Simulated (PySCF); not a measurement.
Input file for PySCF: R-TPSSh/def2-TZVPP on CoHO (SMILES [OH][Co]), 2S+1 = 1, a spin state set in the input, which need not be the lowest.

```python
from pyscf import gto, dft

mol = gto.M(
    atom='''
    Co   -0.86845399   -0.62777534   -0.76142339
    O     0.41670835   -0.14252660    0.27916772
    H     0.41857691    0.81767354    0.41193604
    ''',
    basis='def2-tzvpp',
    charge=0, spin=0, verbose=4, max_memory=1800)
mf = dft.RKS(mol, xc='tpssh').density_fit(auxbasis='def2-universal-jkfit')
mf.grids.level = 4
mf.conv_tol = 1e-9
mf.max_cycle = 150
mf.kernel()
mf.dip_moment()
```

It printed:

```
PySCF version 2.14.0

[INPUT] verbose = 4
[INPUT] num. atoms = 3
[INPUT] num. electrons = 36
[INPUT] charge = 0
[INPUT] spin (= nelec alpha-beta = 2S) = 0
[INPUT] symmetry False subgroup None
[INPUT] Mole.unit = angstrom
[INPUT] Symbol           X                Y                Z      unit          X                Y                Z       unit  Magmom
[INPUT]  1 Co    -0.868453990000  -0.627775340000  -0.761423390000 AA   -1.641140192886  -1.186323460356  -1.438881671938 Bohr   0.0
[INPUT]  2 O      0.416708350000  -0.142526600000   0.279167720000 AA    0.787464655319  -0.269336239465   0.527550533619 Bohr   0.0
[INPUT]  3 H      0.418576910000   0.817673540000   0.411936040000 AA    0.790995721967   1.545179049904   0.778446296438 Bohr   0.0

nuclear repulsion = 77.0057274370097
number of shells = 35
number of NR pGTOs = 173
number of NR cGTOs = 109
basis = def2-tzvpp
ecp = {}


******** <class 'pyscf.df.df_jk.DFRKS'> ********
method = DFRKS
initial guess = minao
damping factor = 0
level_shift factor = 0
DIIS = <class 'pyscf.scf.diis.CDIIS'>
diis_start_cycle = 1
diis_space = 8
diis_damp = 0
SCF conv_tol = 1e-09
SCF conv_tol_grad = None
SCF max_cycles = 150
direct_scf = False
XC library pyscf.dft.libxc version 7.1.2
    S. Lehtola, C. Steigemann, M. J. T. Oliveira, and M. A. L. Marques,  SoftwareX 7, 1–5 (2018)
XC functionals = tpssh
    V. N. Staroverov, G. E. Scuseria, J. Tao, and J. P. Perdew,  J. Chem. Phys. 119, 12129 (2003)
radial grids:
    Treutler-Ahlrichs [JCP 102, 346 (1995); DOI:10.1063/1.469408] (M4) radial grids

becke partition: Becke, JCP 88, 2547 (1988); DOI:10.1063/1.454033
pruning grids: <function nwchem_prune>
grids dens level: 4
symmetrized grids: False
atomic radii adjust function: <function treutler_atomic_radii_adjust>
small_rho_cutoff = 0
Set gradient conv threshold to 3.16228e-05
Initial guess from minao.
tot grids = 74736
******** <class 'pyscf.df.df.DF'> ********
auxbasis = def2-universal-jkfit
init E= -1457.80237644962
  HOMO = 0.116490784694719  LUMO = 0.158961517640279  gap/eV = 1.15569
cycle= 1 E= -1439.87169713877  delta_E= 17.9  |g|= 7.39  |ddm|= 11.2
  HOMO = -2.01154198023523  LUMO = -2.01028438049116  gap/eV = 0.03422
cycle= 2 E= -1407.61042429382  delta_E= 32.3  |g|= 16.6  |ddm|= 17.1
  HOMO = -0.993682011988398  LUMO = -0.928226954082564  gap/eV = 1.78112
cycle= 3 E= -1440.73532809195  delta_E= -33.1  |g|= 12.1  |ddm|= 9.81
  HOMO = -0.783972614828201  LUMO = -0.72510378673697  gap/eV = 1.60190
cycle= 4 E= -1441.16920514606  delta_E= -0.434  |g|= 11.5  |ddm|= 1.65
  HOMO = -0.838404208438455  LUMO = -0.744737270380011  gap/eV = 2.54881
cycle= 5 E= -1443.32772103514  delta_E= -2.16  |g|=   11  |ddm|= 1.03
  HOMO = -0.780816155304493  LUMO = -0.712876553143828  gap/eV = 1.84873
cycle= 6 E= -1447.07526071833  delta_E= -3.75  |g|= 9.97  |ddm|= 2.37
  HOMO = -0.70527034018285  LUMO = -0.62889009999251  gap/eV = 2.07841
cycle= 7 E= -1447.51875911525  delta_E= -0.443  |g|=  9.6  |ddm|= 0.438
  HOMO = -0.742538808216771  LUMO = -0.681939165863582  gap/eV = 1.64900
cycle= 8 E= -1449.62909027584  delta_E= -2.11  |g|= 8.93  |ddm|= 2.24
  HOMO = -0.522847704528907  LUMO = -0.443392940784381  gap/eV = 2.16207
cycle= 9 E= -1449.91258033909  delta_E= -0.283  |g|= 8.18  |ddm|= 1.75
  HOMO = 0.151875309286496  LUMO = 0.189045688860539  gap/eV = 1.01146
cycle= 10 E= -1432.12040417935  delta_E= 17.8  |g|= 9.47  |ddm|= 16.2
  HOMO = -0.332557727956953  LUMO = -0.275973604845883  gap/eV = 1.53973
cycle= 11 E= -1455.0504820043  delta_E= -22.9  |g|=  4.7  |ddm|= 16.3

WARN: HOMO -0.185703662299979 == LUMO -0.185397815492855

cycle= 12 E= -1458.20027030903  delta_E= -3.15  |g|= 1.35  |ddm|= 2.25
  HOMO = -0.00340521198343108  LUMO = -0.0014765516879863  gap/eV = 0.05248
cycle= 13 E= -1457.35423838877  delta_E= 0.846  |g|= 2.86  |ddm|= 2.48
  HOMO = -0.143376752636421  LUMO = -0.128770847379525  gap/eV = 0.39745
cycle= 14 E= -1458.5097144738  delta_E= -1.16  |g|= 0.402  |ddm|=  2.3
  HOMO = -0.150272010633097  LUMO = -0.142683024271235  gap/eV = 0.20651
cycle= 15 E= -1458.53828035548  delta_E= -0.0286  |g|= 0.209  |ddm|= 0.442
  HOMO = -0.153994115818824  LUMO = -0.136158785032186  gap/eV = 0.48532
cycle= 16 E= -1458.54208134602  delta_E= -0.0038  |g|= 0.0994  |ddm|= 0.137
  HOMO = -0.151876356428278  LUMO = -0.131093585911187  gap/eV = 0.56553
cycle= 17 E= -1458.54389162303  delta_E= -0.00181  |g|= 0.0189  |ddm|= 0.0659
  HOMO = -0.152036252630684  LUMO = -0.130739916313196  gap/eV = 0.57950
cycle= 18 E= -1458.54394668124  delta_E= -5.51e-05  |g|= 0.0199  |ddm|= 0.0249
  HOMO = -0.153204485396307  LUMO = -0.131555063788539  gap/eV = 0.58911
cycle= 19 E= -1458.54401567064  delta_E= -6.9e-05  |g|= 0.0141  |ddm|= 0.0246
  HOMO = -0.15340421452791  LUMO = -0.131386587886241  gap/eV = 0.59913
cycle= 20 E= -1458.54406211542  delta_E= -4.64e-05  |g|= 0.0199  |ddm|= 0.0343
  HOMO = -0.15223823438179  LUMO = -0.13038588224414  gap/eV = 0.59463
cycle= 21 E= -1458.54414892877  delta_E= -8.68e-05  |g|= 0.00859  |ddm|= 0.0268
  HOMO = -0.150873045333841  LUMO = -0.129081547495898  gap/eV = 0.59298
cycle= 22 E= -1458.54424009418  delta_E= -9.12e-05  |g|= 0.00255  |ddm|= 0.051
  HOMO = -0.15061648602434  LUMO = -0.128823580993775  gap/eV = 0.59302
cycle= 23 E= -1458.54428374109  delta_E= -4.36e-05  |g|= 0.00202  |ddm|= 0.0305
  HOMO = -0.149797529839851  LUMO = -0.127935581581112  gap/eV = 0.59489
cycle= 24 E= -1458.54437325045  delta_E= -8.95e-05  |g|= 0.00881  |ddm|= 0.0927
  HOMO = -0.150236497731436  LUMO = -0.128449847255732  gap/eV = 0.59284
cycle= 25 E= -1458.54436065287  delta_E= 1.26e-05  |g|= 0.00343  |ddm|= 0.0242
  HOMO = -0.14991535709727  LUMO = -0.128062124760036  gap/eV = 0.59466
cycle= 26 E= -1458.54438438045  delta_E= -2.37e-05  |g|= 0.00685  |ddm|= 0.0347
  HOMO = -0.149972430425065  LUMO = -0.127971230515987  gap/eV = 0.59868
cycle= 27 E= -1458.54440829051  delta_E= -2.39e-05  |g|= 0.00614  |ddm|= 0.0408
  HOMO = -0.150030559568934  LUMO = -0.128045918487528  gap/eV = 0.59823
cycle= 28 E= -1458.54441002196  delta_E= -1.73e-06  |g|= 0.00502  |ddm|= 0.00118
  HOMO = -0.150132777843036  LUMO = -0.128199786545608  gap/eV = 0.59683
cycle= 29 E= -1458.54441521604  delta_E= -5.19e-06  |g|= 0.00225  |ddm|= 0.00745
  HOMO = -0.150092242857458  LUMO = -0.128070572503178  gap/eV = 0.59924
cycle= 30 E= -1458.54441197645  delta_E= 3.24e-06  |g|= 0.00446  |ddm|= 0.0108
  HOMO = -0.150473351393068  LUMO = -0.128502911664085  gap/eV = 0.59785
cycle= 31 E= -1458.5444114438  delta_E= 5.33e-07  |g|= 0.00181  |ddm|= 0.015
  HOMO = -0.150404823937397  LUMO = -0.128522649413486  gap/eV = 0.59544
cycle= 32 E= -1458.54440719483  delta_E= 4.25e-06  |g|= 0.00159  |ddm|= 0.0156
  HOMO = -0.150077659053238  LUMO = -0.12803796952472  gap/eV = 0.59973
cycle= 33 E= -1458.54441697065  delta_E= -9.78e-06  |g|= 0.000969  |ddm|= 0.0493
  HOMO = -0.150199212117761  LUMO = -0.128278349943408  gap/eV = 0.59650
cycle= 34 E= -1458.54441538721  delta_E= 1.58e-06  |g|= 0.00146  |ddm|= 0.0153
  HOMO = -0.149959310219074  LUMO = -0.128059450412697  gap/eV = 0.59593
cycle= 35 E= -1458.54441687307  delta_E= -1.49e-06  |g|= 0.00021  |ddm|= 0.0163
  HOMO = -0.149891719987313  LUMO = -0.127977628285758  gap/eV = 0.59631
cycle= 36 E= -1458.54441729358  delta_E= -4.21e-07  |g|= 0.000233  |ddm|= 0.00967
  HOMO = -0.149881666681703  LUMO = -0.127978867414532  gap/eV = 0.59601
cycle= 37 E= -1458.5444172836  delta_E= 9.98e-09  |g|= 0.000219  |ddm|= 0.00105
  HOMO = -0.149912862870087  LUMO = -0.128004531112767  gap/eV = 0.59616
cycle= 38 E= -1458.54441728295  delta_E= 6.56e-10  |g|= 0.000156  |ddm|= 0.00153
  HOMO = -0.149955508712642  LUMO = -0.128045100588578  gap/eV = 0.59621
cycle= 39 E= -1458.54441719147  delta_E= 9.15e-08  |g|= 0.000343  |ddm|= 0.00305
  HOMO = -0.149925558710381  LUMO = -0.128010868521756  gap/eV = 0.59633
cycle= 40 E= -1458.54441732572  delta_E= -1.34e-07  |g|= 0.000222  |ddm|= 0.00522
  HOMO = -0.149919692088125  LUMO = -0.128007680034419  gap/eV = 0.59626
cycle= 41 E= -1458.5444173414  delta_E= -1.57e-08  |g|= 0.000343  |ddm|= 0.00209
  HOMO = -0.149870589997708  LUMO = -0.127968082919657  gap/eV = 0.59600
cycle= 42 E= -1458.5444173607  delta_E= -1.93e-08  |g|= 7.78e-05  |ddm|= 0.00175
  HOMO = -0.149883427914802  LUMO = -0.127980450230393  gap/eV = 0.59601
cycle= 43 E= -1458.54441737366  delta_E= -1.3e-08  |g|= 9.1e-05  |ddm|= 0.000929
  HOMO = -0.149873794291331  LUMO = -0.127969839817094  gap/eV = 0.59604
cycle= 44 E= -1458.54441738994  delta_E= -1.63e-08  |g|= 4.65e-05  |ddm|= 0.0025
  HOMO = -0.149873405678989  LUMO = -0.12796932582623  gap/eV = 0.59604
cycle= 45 E= -1458.54441739375  delta_E= -3.82e-09  |g|= 4e-05  |ddm|= 0.000821
  HOMO = -0.149875022140239  LUMO = -0.127972549381412  gap/eV = 0.59600
cycle= 46 E= -1458.54441740148  delta_E= -7.73e-09  |g|= 3.61e-05  |ddm|= 0.000954
  HOMO = -0.149872652582563  LUMO = -0.127970270683804  gap/eV = 0.59599
cycle= 47 E= -1458.5444174017  delta_E= -2.17e-10  |g|= 4.24e-05  |ddm|= 0.000299
  HOMO = -0.149872278055146  LUMO = -0.127969941891018  gap/eV = 0.59599
cycle= 48 E= -1458.54441740448  delta_E= -2.78e-09  |g|= 3.75e-05  |ddm|= 0.000527
  HOMO = -0.149870168240822  LUMO = -0.12796795093566  gap/eV = 0.59599
cycle= 49 E= -1458.54441740276  delta_E= 1.71e-09  |g|= 4.14e-05  |ddm|= 0.000307
  HOMO = -0.149869882221218  LUMO = -0.127967929333685  gap/eV = 0.59598
cycle= 50 E= -1458.54441740232  delta_E= 4.4e-10  |g|= 4.68e-05  |ddm|= 0.000391
  HOMO = -0.149872529557598  LUMO = -0.127970552135591  gap/eV = 0.59598
cycle= 51 E= -1458.5444174047  delta_E= -2.38e-09  |g|= 3.21e-05  |ddm|= 0.000726
  HOMO = -0.149874986257129  LUMO = -0.127972830153599  gap/eV = 0.59599
cycle= 52 E= -1458.54441740539  delta_E= -6.9e-10  |g|= 1.81e-05  |ddm|= 0.000261
  HOMO = -0.149880014651836  LUMO = -0.127976486713708  gap/eV = 0.59603
Extra cycle  E= -1458.54441740422  delta_E= 1.18e-09  |g|= 0.000109  |ddm|= 8.33e-05
converged SCF energy = -1458.54441740422
Dipole moment(X, Y, Z, Debye): -2.32285,  0.69196, -1.66117
```

The run converged.

Cost: about 40 core-seconds (a rough figure).
